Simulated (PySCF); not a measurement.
**Simulated characterisation data**

[PySCF 2.14.0 with density-fitted response routines: GFN2-xTB structure; shielding tensors at PBE0/pcSseg-1 (GIAO); single conformer; non-relativistic Hamiltonian; rapidly exchanging positions averaged; isolated molecule]

Shifts are taken against calculated references (same method and geometry level): TMS for $^{1}$H (31.72 ppm) and $^{13}$C (186.93 ppm). Where no couplings were computed, multiplicities follow the n + 1 count of equivalent neighbours, and m marks all less simple cases (inequivalent or close neighbours, rings, F or P nearby). Shifts are as computed. Against solution values, carbons near 30 ppm lie about +3 ppm off and those near 130 ppm about +5 ppm. Of 1211 compounds with measured shifts, 218 miss one by over three times the rms of a fit or turn the order of signals round; such compounds aren't used in these exercises. OH and NH positions are gas-phase values without hydrogen bonding to other molecules.

Compound 1 (C$_{10}$H$_{12}$O). $^{1}$H NMR (600 MHz, computed): δ 8.47 (d, 2H), 7.83 (m, 1H), 7.79 (m, 2H), 3.40 (sept, 1H), 1.29 (d, 6H). $^{13}$C{$^{1}$H} NMR (computed): δ 208.0, 139.0, 138.9, 135.6, 134.0, 39.1, 21.6. Structure: `CC(C)C(=O)c1ccccc1`.

Compound 2 (C$_{10}$H$_{12}$O). $^{1}$H NMR (600 MHz, computed): δ 7.93 (s, 1H), 7.70 (d, 1H), 7.25 (m, 1H), 7.15 (d, 1H), 5.90 (m, 1H), 5.55 (m, 1H), 5.22 (s, 2H), 2.48 (s, 3H), 0.80 (br s, 1H). $^{13}$C{$^{1}$H} NMR (computed): δ 146.0, 144.5, 141.1, 140.9, 132.3, 130.6, 127.9, 120.8, 69.6, 23.1. Structure: `C=Cc1ccc(CO)cc1C`.
